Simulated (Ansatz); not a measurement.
Mulliken charges of CH7GaSi (`C[SiH2][GaH2]`) from B3LYP/def2-TZVPP in Ansatz (PBE0-D4/def2-TZVP geometry).

```json
{"atom": "C1", "x (Å)": "-1.383", "y (Å)": "0.624", "z (Å)": "-0.572", "charge (e)": "-0.376"}
{"atom": "Si2", "x (Å)": "0.049", "y (Å)": "-0.592", "z (Å)": "-0.492", "charge (e)": "0.173"}
{"atom": "Ga3", "x (Å)": "1.659", "y (Å)": "-0.126", "z (Å)": "1.245", "charge (e)": "0.149"}
{"atom": "H4", "x (Å)": "-2.074", "y (Å)": "0.361", "z (Å)": "-1.375", "charge (e)": "0.106"}
{"atom": "H5", "x (Å)": "-1.020", "y (Å)": "1.638", "z (Å)": "-0.752", "charge (e)": "0.103"}
{"atom": "H6", "x (Å)": "-1.939", "y (Å)": "0.630", "z (Å)": "0.368", "charge (e)": "0.103"}
{"atom": "H7", "x (Å)": "0.763", "y (Å)": "-0.611", "z (Å)": "-1.805", "charge (e)": "-0.071"}
{"atom": "H8", "x (Å)": "-0.479", "y (Å)": "-1.974", "z (Å)": "-0.288", "charge (e)": "-0.071"}
{"atom": "H9", "x (Å)": "1.505", "y (Å)": "1.100", "z (Å)": "2.225", "charge (e)": "-0.061"}
{"atom": "H10", "x (Å)": "2.920", "y (Å)": "-1.049", "z (Å)": "1.446", "charge (e)": "-0.056"}
```

Q: By hand: the dipole of these point charges (1 e Å = 4.8032 D).

A: Σ q r = (-0.024, 0.091, 0.062) e Å, of length 0.113 e Å = 0.54 D.

Q: How does the dipole of the full density compare? (Best estimate.)

A: Ansatz gave: (-0.161, 0.098, -0.044) e Å, 0.93 D; the point charges give 0.58 times that, at 63° from its direction.

Point charges leave out the atoms' own dipoles, such as those of lone pairs, and Mulliken's split depends on the basis, so the two needn't agree.

B3LYP here is the variant with VWN-RPA as its local correlation; programs differ in this.
